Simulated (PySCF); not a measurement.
# Working out the ionisation energy of N(2+)

N(2+) [He] 2s2 2p1 (2P) → N(3+) [He] 2s2 (1S). Calculation: PySCF 2.14, in x2c-TZVPPall with one added diffuse shell each of s, p, d type (6s4p3d1f, 40 functions); scalar relativity by spin-free X2C-1e. Frozen: nothing. Energies in hartree (1 hartree = 27.21139 eV):

```json
{"part": "UHF", "N(2+) (lower)": "-52.848345", "N(3+) (upper)": "-51.110376"}
{"part": "MP2 opposite-spin", "N(2+) (lower)": "-0.067855", "N(3+) (upper)": "-0.064863"}
{"part": "MP2 same-spin", "N(2+) (lower)": "-0.004254", "N(3+) (upper)": "-0.000364"}
```

Task: What does Hartree-Fock give?

Result: (-51.110376) − (-52.848345) = 1.737969 hartree = 47.293 eV.

Task: What do MP2 and SCS-MP2 (6/5 opposite-spin, 1/3 same-spin) give?

Result: The opposite-spin parts differ by 0.081 eV and the same-spin parts by 0.106 eV. MP2: 47.293 + (0.081) + (0.106) = 47.480 eV. SCS-MP2: 47.293 + 1.2 × (0.081) + (0.106)/3 = 47.426 eV.

A first-order spin-orbit estimate adds 0.015 eV to MP2 (valence and next inner shell), giving 47.495 eV against 47.445 eV (semi-empirical (NIST evaluation); NIST Atomic Spectra Database, ionization energies).

What remains against the reference includes basis incompleteness and correlation beyond second order.
